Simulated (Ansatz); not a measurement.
Relaxation of Ge3O7H2 with RKS r2SCAN-D4/def2-SVP.

```sh
$ ansatz run in.yaml --threads 4 --pin off --events-out ev --progress --plain --max-ram 6963MiB
```

```yaml
crystal:
  periodic: [false, false, false]
  atoms:
    - {symbol: Ge, position_ang: [1.633450, 1.083520, 0.760310]}
    - {symbol: Ge, position_ang: [0.475270, -1.743100, 0.257040]}
    - {symbol: Ge, position_ang: [-0.952770, 0.369120, -0.656200]}
    - {symbol: O, position_ang: [-0.051750, -1.020220, -1.276840]}
    - {symbol: O, position_ang: [1.741950, -0.644260, 0.888280]}
    - {symbol: O, position_ang: [-0.989500, -1.461820, 1.248700]}
    - {symbol: O, position_ang: [2.737600, 2.112820, 1.316250]}
    - {symbol: O, position_ang: [-2.053170, 1.129250, -1.732760]}
    - {symbol: O, position_ang: [-1.767480, -0.371280, 0.734680]}
    - {symbol: O, position_ang: [0.205260, 1.591880, -0.096240]}
    - {symbol: H, position_ang: [-1.909860, 2.078240, -1.723690]}
    - {symbol: H, position_ang: [0.930990, -3.124150, 0.280480]}
basis:
  gaussian: {orbitals: def2-SVP}
hamiltonian: {xc: r2scan, dispersion: d4}
scf: {lower_state_search: "off"}
output: {orbitals: {seedname: orbitals}}
relax: {f_tol: 0.03, max_steps: 70}
```

Hardware: 4 threads of Intel Xeon on a shared host. Wall time 71 s.

Positions (Å) and forces (eV/Å) at steps 1, 2, 3, 4, 5, 7, 9, 10 of 10:

```xyz
12
step=1 energy=-183878.3940 eV
Ge    1.633    1.084    0.760    0.498    0.394    0.250
Ge    0.475   -1.743    0.257    0.320    0.425    0.086
Ge   -0.953    0.369   -0.656   -0.242    0.520   -0.642
O    -0.052   -1.020   -1.277    0.186   -0.006   -0.029
O     1.742   -0.644    0.888   -0.290   -0.769   -0.167
O    -0.990   -1.462    1.249    0.078   -0.628    0.581
O     2.738    2.113    1.316    0.741    0.674    0.388
O    -2.053    1.129   -1.733   -0.390   -0.239   -0.298
O    -1.767   -0.371    0.735   -0.758    0.364    0.281
O     0.205    1.592   -0.096   -0.516   -0.111   -0.318
H    -1.910    2.078   -1.724   -0.003    0.542   -0.103
H     0.931   -3.124    0.280    0.376   -1.167   -0.030
12
step=2 energy=-183878.5440 eV
Ge    1.671    1.101    0.765    0.133    0.164    0.117
Ge    0.484   -1.765    0.271    0.166    0.360   -0.076
Ge   -0.982    0.389   -0.664    0.224    0.073   -0.201
O    -0.049   -1.004   -1.250    0.073   -0.047   -0.083
O     1.741   -0.646    0.890   -0.141   -0.394   -0.080
O    -0.997   -1.479    1.257   -0.026   -0.308    0.308
O     2.778    2.136    1.340    0.265    0.223    0.112
O    -2.085    1.143   -1.758   -0.119   -0.009   -0.066
O    -1.783   -0.370    0.746   -0.398    0.141    0.195
O     0.210    1.583   -0.091   -0.238   -0.086   -0.146
H    -1.943    2.101   -1.774   -0.015    0.113   -0.060
H     0.955   -3.188    0.268    0.076   -0.231   -0.019
12
step=3 energy=-183878.5638 eV
Ge    1.675    1.114    0.803    0.140    0.114   -0.118
Ge    0.482   -1.757    0.271    0.092   -0.014    0.024
Ge   -0.990    0.387   -0.663    0.090    0.049   -0.023
O    -0.045   -0.999   -1.254   -0.037   -0.018   -0.016
O     1.738   -0.647    0.896   -0.079   -0.064    0.034
O    -1.013   -1.501    1.264    0.063   -0.102    0.032
O     2.820    2.151    1.325   -0.100   -0.066    0.023
O    -2.097    1.144   -1.762    0.016    0.060    0.038
O    -1.800   -0.375    0.759   -0.100    0.099   -0.013
O     0.212    1.573   -0.085   -0.057   -0.049    0.047
H    -1.945    2.102   -1.804   -0.013   -0.062   -0.022
H     0.963   -3.193    0.250   -0.017    0.054   -0.005
12
step=4 energy=-183878.5660 eV
Ge    1.692    1.122    0.783    0.044   -0.078    0.055
Ge    0.481   -1.752    0.268   -0.036   -0.028    0.039
Ge   -0.988    0.403   -0.640   -0.120   -0.141   -0.110
O    -0.050   -0.982   -1.249    0.044    0.071    0.021
O     1.717   -0.640    0.923   -0.012    0.044   -0.028
O    -1.033   -1.534    1.242    0.003    0.000    0.014
O     2.849    2.140    1.307   -0.009    0.018   -0.008
O    -2.100    1.132   -1.754    0.052   -0.012    0.096
O    -1.806   -0.375    0.773    0.042    0.003   -0.007
O     0.199    1.586   -0.044    0.003    0.051   -0.043
H    -1.936    2.082   -1.847   -0.005    0.055   -0.024
H     0.974   -3.182    0.236   -0.005    0.016   -0.005
12
step=5 energy=-183878.5671 eV
Ge    1.692    1.121    0.783   -0.017   -0.060    0.016
Ge    0.479   -1.755    0.272    0.033   -0.028    0.033
Ge   -0.987    0.400   -0.639   -0.027    0.012   -0.074
O    -0.042   -0.978   -1.246    0.024    0.019   -0.006
O     1.708   -0.639    0.934   -0.011    0.011   -0.018
O    -1.039   -1.551    1.238   -0.029    0.036   -0.017
O     2.850    2.142    1.296    0.033    0.034    0.016
O    -2.098    1.143   -1.742   -0.065   -0.114    0.024
O    -1.798   -0.379    0.776   -0.005    0.000    0.030
O     0.201    1.587   -0.048   -0.003    0.020   -0.025
H    -1.942    2.090   -1.861    0.066    0.067    0.032
H     0.976   -3.182    0.237    0.002    0.002   -0.011
12
step=7 energy=-183878.5694 eV
Ge    1.679    1.126    0.780    0.045    0.035    0.035
Ge    0.481   -1.763    0.270   -0.078    0.007    0.033
Ge   -0.979    0.394   -0.655    0.028   -0.026    0.033
O    -0.041   -0.992   -1.252   -0.020    0.009   -0.026
O     1.693   -0.634    0.932    0.039    0.001    0.001
O    -1.044   -1.559    1.225    0.076   -0.135    0.011
O     2.818    2.151    1.335   -0.030   -0.041   -0.017
O    -2.119    1.141   -1.725   -0.023   -0.087    0.011
O    -1.741   -0.342    0.812   -0.084    0.127   -0.035
O     0.222    1.591   -0.108   -0.011    0.027   -0.028
H    -1.930    2.083   -1.845    0.022    0.084   -0.017
H     0.962   -3.195    0.230    0.037    0.001    0.000
12
step=9 energy=-183878.5370 eV rejected
Ge    1.652    1.149    0.775   -0.058   -0.065    0.017
Ge    0.463   -1.784    0.269   -0.098    0.126    0.021
Ge   -0.956    0.405   -0.644   -0.036    0.062    0.167
O    -0.054   -0.995   -1.254   -0.009    0.007   -0.032
O     1.601   -0.608    0.979   -0.004   -0.050   -0.041
O    -1.118   -1.677    1.139   -0.165    0.838   -0.034
O     2.794    2.141    1.375    0.030    0.011    0.008
O    -2.172    1.137   -1.645    0.224    0.467   -0.157
O    -1.573   -0.247    0.949    0.307   -0.719   -0.119
O     0.269    1.636   -0.220   -0.069   -0.131    0.028
H    -1.893    2.039   -1.914   -0.186   -0.513    0.149
H     0.989   -3.197    0.193    0.064   -0.032   -0.008
12
step=10 energy=-183878.5723 eV
Ge    1.672    1.133    0.784   -0.010   -0.004   -0.009
Ge    0.469   -1.767    0.269    0.012   -0.022    0.007
Ge   -0.970    0.401   -0.647   -0.012    0.029   -0.001
O    -0.049   -0.990   -1.254   -0.005    0.001    0.001
O     1.660   -0.626    0.948   -0.001    0.005    0.000
O    -1.075   -1.599    1.194    0.011   -0.014    0.004
O     2.820    2.140    1.349   -0.002    0.000    0.004
O    -2.139    1.133   -1.698    0.007    0.005   -0.001
O    -1.687   -0.306    0.861   -0.002    0.014   -0.003
O     0.239    1.609   -0.141   -0.003   -0.006   -0.004
H    -1.923    2.061   -1.878    0.000   -0.002   -0.001
H     0.983   -3.188    0.214    0.005   -0.006    0.001
```

The structure holds one bond between oxygen atoms, so isomers without such links may lie far lower. The structure comes from a short search, and lower isomers may exist.
